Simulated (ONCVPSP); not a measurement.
# Nd (Z = 60): ONCV pseudisation with PBE, scalar-relativistic reference atom.

The input file (ONCVPSP 4.0.1):

```
# ATOM AND REFERENCE CONFIGURATION
# atsym  z   nc   nv     iexc    psfile
  Nd 60.00    8    6        4      upf
#
#   n    l    f
    1    0    2.00
    2    0    2.00
    2    1    6.00
    3    0    2.00
    3    1    6.00
    3    2   10.00
    4    0    2.00
    4    1    6.00
    4    2   10.00
    4    3    3.00
    5    0    2.00
    5    1    6.00
    5    2    1.00
    6    0    2.00
#
# PSEUDOPOTENTIAL AND OPTIMIZATION
# lmax
    3
#
#   l,   rc,      ep,       ncon, nbas, qcut
    0    2.05    0.00    3    6    5.50
    1    1.75    0.00    3    7    4.10
    2    1.15    0.00    4    8   13.20
    3    1.15    0.00    4    8   17.90
#
# LOCAL POTENTIAL
# lloc, lpopt,  rc(5),   dvloc0
    3    5    1.15    0.00
#
# VANDERBILT-KLEINMAN-BYLANDER PROJECTORs
# l, nproj, debl
    0    2    3.20
    1    2    1.90
    2    2    1.00
    3    0    1.30
#
# MODEL CORE CHARGE
# icmod, fcfact, rcfact
    2    0.60    0.80
#
# LOG DERIVATIVE ANALYSIS
# epsh1, epsh2, depsh
   -6.00    5.00    0.04
#
# OUTPUT GRID
# rlmax, drl
    6.00    0.01
#
# TEST CONFIGURATIONS
# ncnf
    4
# nvcnf
#   n    l    f
    6
    4    2   10.00
    4    3    4.00
    5    0    2.00
    5    1    6.00
    5    2    0.00
    6    0    2.00
#
    6
    4    2   10.00
    4    3    4.00
    5    0    2.00
    5    1    6.00
    5    2    0.00
    6    0    1.00
#
    6
    4    2   10.00
    4    3    4.00
    5    0    2.00
    5    1    6.00
    5    2    0.00
    6    0    0.00
#
    7
    4    2   10.00
    4    3    4.00
    5    0    2.00
    5    1    6.00
    5    2    0.00
    6    0    1.00
    6    1    1.00
#
```

Command:

```bash
oncvpsp.x < Nd.dat > Nd.out
```

The program printed (shortened: citation, most of the input echo, consistency checks and plot data are left out):

```
ONCVPSP  (Optimized Norm-Conservinng Vanderbilt PSeudopotential)
scalar-relativistic version 4.0.1

#   n    l    f        energy (Ha)
    1    0    2.00    -1.5952789E+03
    2    0    2.00    -2.5822852E+02
    2    1    6.00    -2.3085099E+02
    3    0    2.00    -5.6244170E+01
    3    1    6.00    -4.7611718E+01
    3    2   10.00    -3.5639147E+01
    4    0    2.00    -1.1385485E+01
    4    1    6.00    -8.5527815E+00
    4    2   10.00    -4.5249243E+00
    4    3    3.00    -2.5372313E-01
    5    0    2.00    -1.6059988E+00
    5    1    6.00    -9.0675296E-01
    5    2    1.00    -1.0746439E-01
    6    0    2.00    -1.4219234E-01

Reference configufation results
  iterations    26
  all-electron total energy (Ha)   -9.62391672D+03

Begin loop to  construct optimized pseudo wave functions
and semi-local pseudopoentials for all angular momenta

Calculating optimized projector #   1

 for l=   0

    Fraction of norm inside rc  0.894565
    Optimizing pswf for qcut=   5.51 a_B^-1,  ecut=  15.16 Ha
    Residual kinetic energy error=  1.01D-05 Ha

    Energy error per electron        Cutoff
         Ha          eV             Ha
         0.01000     0.27211        8.44
         0.00100     0.02721       11.09
         0.00010     0.00272       13.21
         0.00001     0.00027       15.16

Calculating optimized projector #   2

 for l=   0

    Fraction of norm inside rc  0.046090
    Optimizing pswf for qcut=   5.51 a_B^-1,  ecut=  15.16 Ha
    Residual kinetic energy error=  4.54D-06 Ha

    Energy error per electron        Cutoff
         Ha          eV             Ha
         0.01000     0.27211        6.35
         0.00100     0.02721       10.01
         0.00010     0.00272       12.57
         0.00001     0.00027       14.47

   Wellstate for l =  1  n =  7
     eigenvalue =   0.9932
     asymptotic potential =   1.4932
     half-point radius =  5.0440

Calculating optimized projector #   1

 for l=   1

    Fraction of norm inside rc  0.594456
    Optimizing pswf for qcut=   4.11 a_B^-1,  ecut=   8.43 Ha
    Residual kinetic energy error=  3.67D-03 Ha

    Energy error per electron        Cutoff
         Ha          eV             Ha
         0.01000     0.27211        4.38
         0.00100     0.02721       30.17
         0.00010     0.00272       67.40

Calculating optimized projector #   2

 for l=   1

    Fraction of norm inside rc  0.071547
    Optimizing pswf for qcut=   4.11 a_B^-1,  ecut=   8.43 Ha
    Residual kinetic energy error=  2.60D-03 Ha

    Energy error per electron        Cutoff
         Ha          eV             Ha
         0.01000     0.27211        4.45
         0.00100     0.02721       11.13
         0.00010     0.00272       33.43
         0.00001     0.00027       59.59

Calculating optimized projector #   1

 for l=   2

    Fraction of norm inside rc  0.938866
    Optimizing pswf for qcut=  13.21 a_B^-1,  ecut=  87.28 Ha
    Residual kinetic energy error=  6.99D-06 Ha

    Energy error per electron        Cutoff
         Ha          eV             Ha
         0.01000     0.27211       60.10
         0.00100     0.02721       70.52
         0.00010     0.00272       78.77
         0.00001     0.00027       86.94

Calculating optimized projector #   2

 for l=   2

    Fraction of norm inside rc  0.034203
    Optimizing pswf for qcut=  13.21 a_B^-1,  ecut=  87.28 Ha
    Residual kinetic energy error=  2.65D-06 Ha

    Energy error per electron        Cutoff
         Ha          eV             Ha
         0.01000     0.27211       48.52
         0.00100     0.02721       62.79
         0.00010     0.00272       73.63
         0.00001     0.00027       82.52

Calculating optimized projector #   1

 for l=   3

    Fraction of norm inside rc  0.703623
    Optimizing pswf for qcut=  17.89 a_B^-1,  ecut= 160.10 Ha
    Residual kinetic energy error=  4.07D-07 Ha

    Energy error per electron        Cutoff
         Ha          eV             Ha
         0.01000     0.27211       95.30
         0.00100     0.02721      111.64
         0.00010     0.00272      124.97
         0.00001     0.00027      136.01

Construct Vanderbilt / Kleinmman-Bylander projectors

B matrix Hermiticity error, ll=   0
   1   2    1.0928E-04

  Orthonormal projector coefficients  2.2862E+01  1.0564E+00

B matrix Hermiticity error, ll=   1
   1   2   -1.7267E-04

  Orthonormal projector coefficients  1.8938E+01  1.8417E+00

B matrix Hermiticity error, ll=   2
   1   2    7.8010E-04

  Orthonormal projector coefficients  1.0583E+01 -3.3334E+00

Model core correction analysis
  based on d2Exc/dn_idn_j

d2excae - all-electron derivatives

   -3.114965D-02   -2.146714D-02   -6.788468D-03   -4.231057D-03
   -1.104926D-03   -6.228018D-04
   -2.146722D-02   -1.931922D-02   -1.334768D-02   -1.017548D-02
   -3.822901D-03   -1.346242D-03
   -6.788348D-03   -1.334736D-02   -2.628074D-02   -2.295495D-02
   -8.966903D-03   -1.614459D-03
   -4.231011D-03   -1.017521D-02   -2.295494D-02   -2.303269D-02
   -1.254388D-02   -2.580226D-03
   -1.104924D-03   -3.822742D-03   -8.966715D-03   -1.254376D-02
   -1.756012D-02   -1.396253D-02
   -6.228039D-04   -1.346059D-03   -1.614111D-03   -2.579460D-03
   -1.395868D-02   -2.419947D-02

d2excps - pseudofunction derivatives with no core correction

   -4.673778D-02   -3.266537D-02   -1.044139D-02   -5.919978D-03
   -1.759991D-03   -9.787546D-04
   -3.266577D-02   -2.661735D-02   -1.594047D-02   -1.179429D-02
   -4.265625D-03   -1.569349D-03
   -1.044138D-02   -1.594022D-02   -2.482553D-02   -2.215279D-02
   -8.751748D-03   -1.530685D-03
   -5.920003D-03   -1.179409D-02   -2.215275D-02   -2.249531D-02
   -1.236517D-02   -2.554636D-03
   -1.760025D-03   -4.265475D-03   -8.751552D-03   -1.236506D-02
   -1.759636D-02   -1.395562D-02
   -9.787698D-04   -1.569173D-03   -1.530337D-03   -2.553868D-03
   -1.395177D-02   -2.418945D-02

rms 2nd derivative error    4.094747E-03

amplitude prefactor, scale prefactor
    3.1369    1.7070

d2excps - pseudofunction derivatives with core correction

   -3.144387D-02   -2.316425D-02   -8.794302D-03   -5.178287D-03
   -1.174256D-03   -7.966616D-04
   -2.316432D-02   -2.041323D-02   -1.470063D-02   -1.119372D-02
   -3.942928D-03   -1.434235D-03
   -8.794238D-03   -1.470040D-02   -2.428479D-02   -2.185617D-02
   -8.721903D-03   -1.475336D-03
   -5.178281D-03   -1.119352D-02   -2.185608D-02   -2.233120D-02
   -1.235745D-02   -2.524382D-03
   -1.174256D-03   -3.942772D-03   -8.721687D-03   -1.235733D-02
   -1.756105D-02   -1.395232D-02
   -7.966671D-04   -1.434054D-03   -1.474979D-03   -2.523611D-03
   -1.394847D-02   -2.418365D-02

rms 2nd derivative error    9.107425E-04

Pseudoatom total energy -258.995676

Diagnostic tests using Vanderbilt-Kleinman-Bylander pseudopotentials
  1 or more projectors used as specified by nproj input data

   l    rcore       rmatch      e in        delta e   norm test  slope test

   0   2.0617060   2.1243038  -1.6059988   0.0000097   1.0001150   1.0001213
   0   2.0617060   2.1243038  -0.1421923   0.0000020   1.0000347   1.0000298

   1   1.7542087   1.8074702  -0.9067530   0.0001284   1.0001110   1.0003984
   1   1.7542087   1.8074702   0.9932470   0.0000103   1.0003784   1.0003784

   2   1.1540446   1.1890839  -4.5249243  -0.0000279   1.0004661   1.0004919
   2   1.1540446   1.1890839  -0.1074644   0.0000371   1.0002110   1.0001912

   3   1.1540446   1.1890839  -0.2537231   0.0000233   1.0000100   0.9999573

 Testing for bound ghosts
   n   l    E NL Schr. Eq   E Basis Diag.   E Cutoff

       0                      -24.574462     30.13  WARNING - GHOST(-)
   1   0       -1.605989       -1.603060     30.13
   2   0       -0.142190       -0.092022     30.13

       1                       -9.644833     72.12  WARNING - GHOST(-)
   2   1       -0.906625       -0.906279     72.12

   3   2       -4.524952       -4.524948    260.29
   4   2       -0.107427        0.098491    260.29

 Testing for highly-localized positive-energy ghosts
       l    <radius>/rc     E Basis Diag.   E Cutoff

       0        0.458418        2.479736     30.13  WARNING - GHOST(+)

Test configuration 0

   n   l     f        eae           eps        diff
   1   0  2.0000-1595.27893241
   2   0  2.0000 -258.22852363
   2   1  6.0000 -230.85098872
   3   0  2.0000  -56.24417012
   3   1  6.0000  -47.61171756
   3   2 10.0000  -35.63914698
   4   0  2.0000  -11.38548548
   4   1  6.0000   -8.55278154
   4   2 10.0000   -4.52492427   -4.52495222   -2.79D-05
   4   3  3.0000   -0.25372313   -0.25369987    2.33D-05
   5   0  2.0000   -1.60599877   -1.60598911    9.67D-06
   5   1  6.0000   -0.90675296   -0.90662452    1.28D-04
   5   2  1.0000   -0.10746439   -0.10742724    3.71D-05
   6   0  2.0000   -0.14219234   -0.14219036    1.98D-06

    Total energies and differences
      AE_ref= -9.62391672D+03  AE_tst= -9.62391672D+03  dif=  0.00D+00
      PS_ref= -2.58995676D+02  PS_tst= -2.58995676D+02  dif= -5.68D-14
      PSP excitation error=  5.68D-14

Test configuration 1

   n   l     f        eae           eps        diff
   1   0  2.0000-1595.05963554
   2   0  2.0000 -257.98917174
   2   1  6.0000 -230.61490311
   3   0  2.0000  -55.97180871
   3   1  6.0000  -47.34006124
   3   2 10.0000  -35.37064077
   4   0  2.0000  -11.13077455
   4   1  6.0000   -8.30426339
   4   2 10.0000   -4.28771236   -4.28489965    2.81D-03
   4   3  4.0000   -0.06437669   -0.06459632   -2.20D-04
   5   0  2.0000   -1.48702078   -1.48428122    2.74D-03
   5   1  6.0000   -0.81176856   -0.81204021   -2.72D-04
   6   0  2.0000   -0.12869980   -0.12845019    2.50D-04

    Total energies and differences
      AE_ref= -9.62391672D+03  AE_tst= -9.62398475D+03  dif= -6.80D-02
      PS_ref= -2.58995676D+02  PS_tst= -2.59062578D+02  dif= -6.69D-02
      PSP excitation error= -1.13D-03

Test configuration 2

   n   l     f        eae           eps        diff
   1   0  2.0000-1595.27747701
   2   0  2.0000 -258.20594581
   2   1  6.0000 -230.83182339
   3   0  2.0000  -56.18716517
   3   1  6.0000  -47.55544773
   3   2 10.0000  -35.58615903
   4   0  2.0000  -11.34663090
   4   1  6.0000   -8.52032069
   4   2 10.0000   -4.50410251   -4.50178993    2.31D-03
   4   3  4.0000   -0.28104706   -0.28175188   -7.05D-04
   5   0  2.0000   -1.70631656   -1.70381029    2.51D-03
   5   1  6.0000   -1.03057301   -1.03108041   -5.07D-04
   6   0  1.0000   -0.30128733   -0.30100284    2.84D-04

    Total energies and differences
      AE_ref= -9.62391672D+03  AE_tst= -9.62377116D+03  dif=  1.46D-01
      PS_ref= -2.58995676D+02  PS_tst= -2.58849472D+02  dif=  1.46D-01
      PSP excitation error= -6.51D-04

Test configuration 3

   n   l     f        eae           eps        diff
   1   0  2.0000-1595.53513128
   2   0  2.0000 -258.46193054
   2   1  6.0000 -231.08799272
   3   0  2.0000  -56.44119771
   3   1  6.0000  -47.80951793
   3   2 10.0000  -35.84041023
   4   0  2.0000  -11.60115973
   4   1  6.0000   -8.77507814
   4   2 10.0000   -4.75921651   -4.75710464    2.11D-03
   4   3  4.0000   -0.53560608   -0.53651544   -9.09D-04
   5   0  2.0000   -1.96352089   -1.96092754    2.59D-03
   5   1  6.0000   -1.28557034   -1.28601750   -4.47D-04

    Total energies and differences
      AE_ref= -9.62391672D+03  AE_tst= -9.62337475D+03  dif=  5.42D-01
      PS_ref= -2.58995676D+02  PS_tst= -2.58453274D+02  dif=  5.42D-01
      PSP excitation error= -4.35D-04

Test configuration 4

   n   l     f        eae           eps        diff
   1   0  2.0000-1595.10327604
   2   0  2.0000 -258.03234992
   2   1  6.0000 -230.65812749
   3   0  2.0000  -56.01430749
   3   1  6.0000  -47.38257259
   3   2 10.0000  -35.41322632
   4   0  2.0000  -11.17366323
   4   1  6.0000   -8.34726653
   4   2 10.0000   -4.33091136   -4.32857288    2.34D-03
   4   3  4.0000   -0.10778409   -0.10836654   -5.82D-04
   5   0  2.0000   -1.53230582   -1.52964724    2.66D-03
   5   1  6.0000   -0.85655111   -0.85690007   -3.49D-04
   6   0  1.0000   -0.15305439   -0.15279873    2.56D-04
   6   1  1.0000   -0.06541227   -0.06545116   -3.89D-05

    Total energies and differences
      AE_ref= -9.62391672D+03  AE_tst= -9.62389891D+03  dif=  1.78D-02
      PS_ref= -2.58995676D+02  PS_tst= -2.58977227D+02  dif=  1.84D-02
      PSP excitation error= -6.38D-04
```

Note: ghosts flagged at negative energy: s at -668.7 eV, p at -262.4 eV; GHOST(+) flagged for s at 67.5 eV. A true bound ghost makes a file unfit for plane-wave use.

The run took about 5.7 s on one core of a shared server CPU.
